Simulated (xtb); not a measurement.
H₈Ge₃, charge +1, doublet, at a GFN2-xTB geometry (a state made from the parent by changing its charge; the spin is typed, not shown lowest); xtb with GFN1-xTB.

Here is a job for xtb.
```
$ xtb mol.xyz --gfn 1 --chrg 1 --uhf 1 --json

# file mol.xyz
11

Ge     1.78528735     0.89057051    -0.00960923
Ge     0.20523170    -1.06507805    -0.09894082
Ge    -1.98637688     0.15301116     0.10655313
H      3.14142879     0.25081347    -0.12721442
H      1.45956116     1.79025496    -1.16840369
H      1.57640542     1.58274076     1.30781361
H      0.43853625    -2.08396324     1.00690875
H      0.32611648    -1.88430689    -1.37554266
H     -2.09250684     1.09563826    -1.05900460
H     -1.97566258     0.88812406     1.41721270
H     -3.00642831    -0.95141696     0.06213160
```

The log (banner, timings and long lists left out):

```
   ID    Z sym.   atoms
    1   32 Ge     1-3
    2    1 H      4-11

           -------------------------------------------------
          |                Calculation Setup                |
           -------------------------------------------------

           -------------------------------------------------
          |                 G F N 1 - x T B                 |
           -------------------------------------------------

          ...................................................
          :                      SETUP                      :
          :.................................................:
          :  # basis functions                  46          :
          :  # atomic orbitals                  43          :
          :  # shells                           25          :
          :  # electrons                        19          :
          :  # halogen bonds                     0          :
          :  max. iterations                   250          :
          :  Hamiltonian                  GFN1-xTB          :
          :  restarted?                      false          :
          :  GBSA solvation                  false          :
          :  PC potential                    false          :
          :  electronic temp.          300.0000000     K    :
          :  accuracy                    1.0000000          :
          :  -> integral cutoff          0.2500000E+02      :
          :  -> integral neglect         0.1000000E-07      :
          :  -> SCF convergence          0.1000000E-05 Eh   :
          :  -> wf. convergence          0.2000000E-04 e    :
          :  Broyden damping             0.4000000          :
          :  net charge                          1          :
          :  unpaired electrons                  1          :
          ...................................................

 iter      E             dE          RMSdq      gap      omega  full diag
   1     -8.6737082 -0.867371E+01  0.398E+00    4.00       0.0  T
   2     -8.8395125 -0.165804E+00  0.217E+00    2.01       1.0  T
   3     -8.8618585 -0.223460E-01  0.116E+00    2.72       1.0  T
   4     -8.8067315  0.551270E-01  0.108E+00    2.41       1.0  T
   5     -8.8688583 -0.621268E-01  0.747E-02    2.55       1.0  T
   6     -8.8689115 -0.532359E-04  0.123E-02    2.57       2.5  T
   7     -8.8689125 -0.934905E-06  0.149E-03    2.57      20.2  T
   8     -8.8689125 -0.253722E-07  0.364E-04    2.57      82.8  T
   9     -8.8689125 -0.427642E-09  0.125E-04    2.57     240.6  T
  10     -8.8689125 -0.105668E-09  0.153E-05    2.57    1969.9  T

   *** convergence criteria satisfied after 10 iterations ***

         :::::::::::::::::::::::::::::::::::::::::::::::::::::
         ::                     SUMMARY                     ::
         :::::::::::::::::::::::::::::::::::::::::::::::::::::
         :: total energy              -8.812393373106 Eh    ::
         :: gradient norm              0.026227467123 Eh/a0 ::
         :: HOMO-LUMO gap              2.570043753360 eV    ::
         ::.................................................::
         :: SCC energy                -8.868912477591 Eh    ::
         :: -> electrostatic           0.129135104569 Eh    ::
         :: repulsion energy           0.060224944148 Eh    ::
         :: dispersion energy         -0.003705839662 Eh    ::
         :: halogen bond corr.         0.000000000000 Eh    ::
         :: add. restraining           0.000000000000 Eh    ::
         :: total charge               1.000000000000 e     ::
         :::::::::::::::::::::::::::::::::::::::::::::::::::::

           -------------------------------------------------
          |                Property Printout                |
           -------------------------------------------------

    * Orbital Energies and Occupations

         #    Occupation            Energy/Eh            Energy/eV
      -------------------------------------------------------------
         1        2.0000           -0.8428210             -22.9343
         2        2.0000           -0.8297538             -22.5788
         3        2.0000           -0.7908570             -21.5203
         4        2.0000           -0.6553336             -17.8325
         5        2.0000           -0.6536051             -17.7855
         6        2.0000           -0.6515989             -17.7309
         7        2.0000           -0.6514903             -17.7280
         8        2.0000           -0.6468983             -17.6030
         9        2.0000           -0.6072593             -16.5244
        10        1.0000           -0.5658616             -15.3979 (HOMO)
        11                         -0.4714143             -12.8278 (LUMO)
        12                         -0.4424563             -12.0398
        13                         -0.4344444             -11.8218
        14                         -0.4161467             -11.3239
        15                         -0.4081258             -11.1057
        16                         -0.3844628             -10.4618
        17                         -0.3779118             -10.2835
        18                         -0.3728092             -10.1447
        19                         -0.3262564              -8.8779
        20                         -0.3076098              -8.3705
        21                         -0.2924651              -7.9584
       ...                                ...                  ...
        43                          0.6137405              16.7007
      -------------------------------------------------------------
                  HL-Gap            0.0944474 Eh            2.5700 eV
             Fermi-level           -0.5525992 Eh          -15.0370 eV

  Mulliken/CM5 charges         n(s)   n(p)   n(d)
     1Ge    0.29311  0.10004   1.500  1.881  0.325
     2Ge    0.25037  0.12341   1.531  1.862  0.357
     3Ge    0.29311  0.10004   1.500  1.881  0.325
     4H     0.03277  0.09746   0.967  0.000  0.000
     5H     0.01720  0.08205   0.983  0.000  0.000
     6H     0.01720  0.08205   0.983  0.000  0.000
     7H     0.01454  0.07670   0.985  0.000  0.000
     8H     0.01454  0.07670   0.985  0.000  0.000
     9H     0.01720  0.08205   0.983  0.000  0.000
    10H     0.01720  0.08205   0.983  0.000  0.000
    11H     0.03277  0.09746   0.967  0.000  0.000

Wiberg/Mayer (AO) data.
largest (>0.10) Wiberg bond orders for each atom

 ---------------------------------------------------------------------------
     #   Z sym  total        # sym  WBO       # sym  WBO       # sym  WBO
 ---------------------------------------------------------------------------
     1  32 Ge   3.713 --     4 H    0.830     6 H    0.828     5 H    0.828
                             2 Ge   0.789     3 Ge   0.196
     2  32 Ge   3.634 --     8 H    0.795     7 H    0.795     1 Ge   0.789
                             3 Ge   0.789
     3  32 Ge   3.713 --    11 H    0.830     9 H    0.828    10 H    0.828
                             2 Ge   0.789     1 Ge   0.196
     4   1 H    0.993 --     1 Ge   0.830
     5   1 H    0.996 --     1 Ge   0.828
     6   1 H    0.996 --     1 Ge   0.828
     7   1 H    0.997 --     2 Ge   0.795
     8   1 H    0.997 --     2 Ge   0.795
     9   1 H    0.996 --     3 Ge   0.828
    10   1 H    0.996 --     3 Ge   0.828
    11   1 H    0.993 --     3 Ge   0.830
 ---------------------------------------------------------------------------

Topologies differ in total number of bonds
Writing topology from bond orders to xtbtopo.mol

 dipole moment from electron density (au)
     X       Y       Z
  -0.0191   0.0990   0.0092  total (Debye):    0.257

           -------------------------------------------------
          | TOTAL ENERGY               -8.812393373106 Eh   |
          | GRADIENT NORM               0.026227467123 Eh/α |
          | HOMO-LUMO GAP               2.570043753360 eV   |
           -------------------------------------------------

normal termination of xtb
```
